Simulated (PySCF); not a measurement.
C5H7F, SMILES C1CC(C)=C1F. Coordinates come from a PBE-D3(BJ)/def2-SVP optimisation. This is a generated structure with no PubChem entry under its InChIKey; it may be hypothetical.

**Question.** Give the equilibrium geometry at PBE-D3(BJ)/def2-SVP (PySCF confirms it by a frequency run) as bond lengths and angles, and its point group. (An estimate is asked for; the answer gives what the named calculation found.)

**Answer.** point group Cs.
Atoms: C1 C2 C3 F4 C5 C6 H7 H8 H9 H10 H11 H12 H13. Bonded distances (Å): C1–C2 1.486, C1–H7 1.112, C1–H8 1.107, C1–H9 1.112, C2–C3 1.353, C2–C6 1.528, C3–F4 1.338, C3–C5 1.502, C5–C6 1.572, C5–H10 1.111, C5–H11 1.111, C6–H12 1.111, C6–H13 1.111. Angles (°): C2–C1–H7 111.4, C2–C1–H8 111.2, C2–C1–H9 111.4, H7–C1–H8 108.0, H7–C1–H9 106.5, H8–C1–H9 108.0, C1–C2–C3 136.7, C1–C2–C6 132.7, C3–C2–C6 90.7, C2–C3–F4 133.0, C2–C3–C5 97.7, F4–C3–C5 129.3, C3–C5–C6 83.7, C3–C5–H10 116.3, C3–C5–H11 116.3, C6–C5–H10 115.1, C6–C5–H11 115.1, H10–C5–H11 108.9, C2–C6–C5 87.9, C2–C6–H12 115.4, C2–C6–H13 115.4, C5–C6–H12 114.1, C5–C6–H13 114.1, H12–C6–H13 108.8.
